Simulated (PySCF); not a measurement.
# Potential energy of CsSb along the bond

Set-up: Cs def2-SVP with ECP46, Sb def2-SVP with ECP28; scalar-relativistic core potentials (PySCF 2.14). Energies in eV from Cs + Sb in their ground configurations at the same level. State: ³Σ⁻ (triplet), unpaired electrons π ↑↑.

| R (Å) | r²SCAN |
| --- | --- |
| 3.158 | -0.715 |
| 3.305 | -0.961 |
| 3.452 | -1.097 |
| 3.562 | -1.148 |
| 3.672 | -1.166 |
| 3.782 | -1.159 |
| 3.929 | -1.124 |
| 4.113 | -1.052 |
| 4.333 | -0.948 |
| 4.627 | -0.802 |

**Question.** Put a parabola through the three lowest points of the r²SCAN curve and estimate Re, k and ωe (reduced mass 63.31 u; 1 eV/Å² = 0.16022 mdyn/Å; ωe = 1302.8·√(k/μ) cm⁻¹).

**Answer.** Through R = 3.562, 3.672, 3.782 Å the second-order coefficient is 1.03 eV/Å², so Re ≈ 3.696 Å, k ≈ 0.331 mdyn/Å and ωe ≈ 94 cm⁻¹. A polynomial fit of higher order to the unrounded r²SCAN energies gives Re = 3.693 Å, k = 0.303 mdyn/Å, ωe = 90.1 cm⁻¹; anharmonicity and rounding make the difference.

The higher-order fit for each curve: r²SCAN: Re = 3.693 Å, ωe = 90.1 cm⁻¹, De = 1.17 eV.

⟨S²⟩ of the unrestricted solution departs from its pure value on part of the curve, where spin states mix. These are scalar-relativistic numbers at best; spin–orbit coupling would shift them, the dissociation energy most. The state is the lowest determinant that a PBE0 search found; another state may lie lower at other levels.
